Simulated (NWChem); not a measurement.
Species: BP2H5O; SMILES OB(P)P

```xyz
9

B      0.4509    -0.0359    -0.0032
O      1.8128    -0.1247    -0.0425
H      2.2623     0.7382    -0.1066
P     -0.5332    -1.7022    -0.0565
H     -1.5773    -1.3054     0.8473
H      0.2417    -2.4060     0.9284
P     -0.5048     1.6534     0.1040
H     -1.5804     1.2824    -0.7717
H      0.2403     2.3579    -0.9094
```
Atoms are numbered in this order, from 1.

Level: PBE-D3(BJ)/def2-SVP (NWChem), optimised geometry, unscaled harmonic frequencies. 

### Question
List the harmonic frequencies with IR intensities, and the thermochemistry.

### Answer
```
frequency (cm⁻¹)  IR intensity (km/mol)
----------------  ---------------------
146                                 4.0
170                                 4.0
175                                 2.7
286                                 6.1
344                                12.1
434                                 6.7
526                                60.0
614                                37.6
636                                22.2
690                                 5.2
735                                24.4
806                                86.1
1047                               90.3
1049                               29.1
1086                              142.1
1305                              139.0
2310                               54.9
2334                               37.5
2354                               15.5
2357                               60.8
3708                               49.5
```

```json
{
 "zero_point_energy": "33.0 kcal/mol",
 "thermal correction to the enthalpy at 298.15 K (with zero-point energy)": "37.8 kcal/mol",
 "heat capacity Cv": "22.8 cal/(mol K)",
 "entropy at 298.15 K and 1 atm (symmetry number 1)": "79.8 cal/(mol K)",
 "dipole_moment": "1.71 D"
}
```

Rigid rotor and harmonic oscillator.
